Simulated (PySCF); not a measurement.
# How methods differ on the excitation energy of Se

Se [Ar] 3d10 4s2 4p4 (3P) → Se [Ar] 3d10 4s2 4p3 5s1 (5S), as a difference of total energies. Computed with PySCF 2.14 in aug-cc-pwCVTZ-PP with ECP10MDF, with scalar relativity through the core potential. Correlated levels: valence: 3s2 3p6 3d10 frozen. The calculations carry no spin-orbit coupling.

| method | excitation energy (eV) |
| --- | --- |
| UHF | 5.259 |
| MP2 (valence) | 5.660 |
| SCS-MP2 (valence) | 5.853 |
| CCSD (valence) | 5.771 |
| CCSD(T) (valence) | 5.778 |

Errors of the correlated levels include the incompleteness of this basis and the frozen core.

Problem. Which method comes closest to the reference value, and which is furthest?

Solution. The reference is 5.857 eV (measured; NIST levels, between the centres of gravity of the two terms). Closest: SCS-MP2 (valence) (error -0.004 eV); furthest: UHF (error -0.598 eV).
